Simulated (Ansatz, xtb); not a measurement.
Ranking isomers of Cl3FSi2

5 gas-phase structures of Cl3FSi2, found in a search over its isomers (lower ones may exist). Each was relaxed with GFN2-xTB; where two conformers were screened, the lower at r2SCAN-D4/def2-SVP is listed:

A. `F[Si](Cl)(Cl)[Si]Cl`, a singlet
B. a singlet given by its coordinates
C. `F[Si][Si](Cl)(Cl)Cl`, a triplet
D. `F[Si](Cl)(Cl)[Si]Cl`, a triplet
E. `F[Si][Si](Cl)(Cl)Cl`, a singlet

B (Å):

```xyz
6

Cl   -0.5561   -2.2011    0.9081
Cl   -0.1717    2.1600    1.2894
Cl    1.6157    2.2081   -1.3622
F     0.9060   -1.6628   -1.4227
Si    0.1630    1.1332   -0.4411
Si    0.7883   -0.9740    0.0423
```

Close contacts (Å): Cl1–Si6 2.02, Cl2–Si5 2.04, Cl3–Si5 2.03, F4–Si6 1.62, Si5–Si6 2.25.

Problem. Estimate their order in r2SCAN-D4/def2-SVP energy at these geometries, lowest first.

Solution. Calculated order at r2SCAN-D4/def2-SVP: A (0.000), E (0.056), B (0.157), D (0.558), C (0.907) eV.

Energies above the lowest of each column, in eV; the last columns are at B3LYP/6-31G* geometries and were run for some of them only (a dash: not run or not comparable):

```tsv
structure	GFN2-xTB	HF/STO-3G	r2SCAN-D4/def2-SVP	B3LYP/6-31G*	CCSD(T)/def2-SVP + ΔMP2/def2-TZVPP
A	0.139	0.238	0.000	0.000	0.000
E	0.261	0.000	0.056	0.196	0.209
B	0.000	0.764	0.157	0.327	0.413
D	–	0.852	0.558	1.068	–
C	–	1.272	0.907	–	–
```

CCSD(T)/def2-SVP + ΔMP2/def2-TZVPP puts A lowest of those it was run on; GFN2-xTB picks B, HF/STO-3G picks E. Some further structures that were screened fall inside this span and aren't listed. Flexible structures stand in one conformer each, not always the lowest. Frequencies (B3LYP/6-31G*) were run for A, B, E alone. GFN2-xTB has no spin polarisation and isn't compared across spin states. Open shells are spin-unrestricted. ΔMP2 is the change of the MP2 energy from the smaller to the larger basis.

Programs: Ansatz 0.2.0, xtb 6.7.1 (Pople sets with spherical d functions).
